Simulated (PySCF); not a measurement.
**Pb(NH2)2 at several levels of theory**

Computed with PySCF 2.14.0 (density fitting, no spin-orbit coupling) at the geometry relaxed with B3LYP:

```xyz
7
Pb(NH2)2 (singlet)
Pb    0.0672   -1.3756    0.0124
N    -0.2692    0.1059    1.5490
H    -0.1658    1.1093    1.4083
H    -0.1881   -0.1159    2.5393
N     0.2475    0.1060   -1.5507
H     0.1770   -0.1418   -2.5355
H     0.0198    1.0901   -1.4227
```

```json
{"level": "B3LYP", "basis": "Pb def2-SVP with ECP60, N def2-SVP, H def2-SVP", "state": "singlet", "HOMO (eV)": "-5.68", "gap (eV)": "4.34", "charge on Pb1 (e)": "0.54", "dipole about the centre of mass (D)": "0.30", "largest force component (eV/Å)": "0.02"}
{"level": "HF", "basis": "the same", "state": "singlet", "HOMO (eV)": "-9.16", "gap (eV)": "10.54", "charge on Pb1 (e)": "0.86", "dipole about the centre of mass (D)": "1.03", "largest force component (eV/Å)": "0.69"}
{"level": "B3LYP", "basis": "Pb def2-TZVP with ECP60, N def2-TZVP, H def2-TZVP", "state": "singlet", "HOMO (eV)": "-5.99", "gap (eV)": "4.37", "charge on Pb1 (e)": "0.82", "dipole about the centre of mass (D)": "0.86", "largest force component (eV/Å)": "0.34"}
{"level": "B3LYP", "basis": "Pb x2c-SVPall, N x2c-SVPall, H x2c-SVPall", "state": "singlet", "HOMO (eV)": "-5.68", "gap (eV)": "4.32", "charge on Pb1 (e)": "0.57", "dipole about the centre of mass (D)": "0.32", "largest force component (eV/Å)": "0.59"}
```

Charges are Mulliken's, which hang on the basis. The relaxation used the grid (50, 194), these runs (75, 302) or, all-electron (x2c bases, spin-free X2C Hamiltonian), (99, 590).

Question: A further run in the first row's basis gives HOMO (eV) -8.30, gap (eV) 8.94, charge on Pb1 (e) 0.60, dipole about the centre of mass (D) 0.57, largest force component (eV/Å) 0.60. Which level was it?
A. wB97X
B. TPSSh
C. r2SCAN

Answer: A. The others give HOMO -4.91 eV (r2SCAN); -5.20 eV (TPSSh).

In the first row's basis the gap widens with exact exchange: 3.3 eV for r2SCAN (none); 3.8 to 4.3 eV for TPSSh, B3LYP (a fixed share); 8.9 to 10.5 eV for wB97X, Hartree–Fock (rising or full at long range).
